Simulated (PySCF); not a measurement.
chloro(chlorosilyloxy)silane (Cl2H4OSi2), SMILES [SiH2](O[SiH2]Cl)Cl. Heavy atoms are numbered as in [SiH2:1]([Cl:2])[O:3][SiH2:4][Cl:5]. Hydrogens are named by the atom that carries them.

Geometry optimised at B3LYP-D3(BJ)/def2-SVP. The values are those of a single conformer.

The numbers are results of PBE/def2-TZVP in PySCF, not measurements.

Atomic charges (e), one atom of each kind:

```tsv
atom	Löwdin	meta-Löwdin
Si1 (SiH2)	-0.15	(withheld)
Cl2	0.22	(withheld)
O3	0.01	(withheld)
H on Si1	-0.04	(withheld)
```

What belongs in the gaps? (The exact figures need the calculation; the answer reports its results.)


- Si1 (SiH2), meta-Löwdin: 0.86
- Cl2, meta-Löwdin: -0.29
- O3, meta-Löwdin: -0.78
- H on Si1, meta-Löwdin: -0.09

Computed Mayer and Wiberg (Löwdin basis) orders of the bonds:
```json
[
 {"bond": "Si1–Cl2", "Mayer": "1.17", "Wiberg": "1.84"},
 {"bond": "Si1–O3", "Mayer": "1.18", "Wiberg": "1.59"},
 {"bond": "O3–Si4", "Mayer": "1.18", "Wiberg": "1.59"},
 {"bond": "Si4–Cl5", "Mayer": "1.17", "Wiberg": "1.84"}
]
```
